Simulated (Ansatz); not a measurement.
`[F][Al-]1([F])[Cl+][Al-]([F])([F])[Cl+]1`, relaxed with RKS PBE0-D4/def2-TZVP in Ansatz 0.2.0 from a GFN2-xTB geometry. The force threshold is 0.005 eV/Å; the program also tests the step.

Charge 0, multiplicity 1.

Start:

```xyz
8

F    -1.358    1.639   -1.605
Al   -0.591    1.322   -0.193
F    -0.453    2.417    1.018
Cl    1.375    0.523   -0.633
Al    0.590   -1.321    0.192
F     0.456   -2.422   -1.014
F     1.358   -1.635    1.606
Cl   -1.377   -0.524    0.628
```

How much energy does the relaxation release, and in how many steps? (An estimate is asked.)

Ansatz gave: 16.57 kJ/mol, in 5 steps.

Which bonds change most? (An estimate is asked.)

Ansatz gave: Al5–Cl8 from 2.167 to 2.252 Å; Al2–Cl4 from 2.167 to 2.252 Å; Cl4–Al5 from 2.167 to 2.252 Å; Al2–Cl8 from 2.167 to 2.252 Å.

Give the relaxed structure. (Best estimate.)

The calculation gave: 
```xyz
8

F    -1.396    1.734   -1.609
Al   -0.629    1.409   -0.205
F    -0.499    2.510    0.994
Cl    1.398    0.531   -0.641
Al    0.629   -1.409    0.205
F     0.500   -2.512   -0.993
F     1.396   -1.731    1.610
Cl   -1.398   -0.532    0.640
```
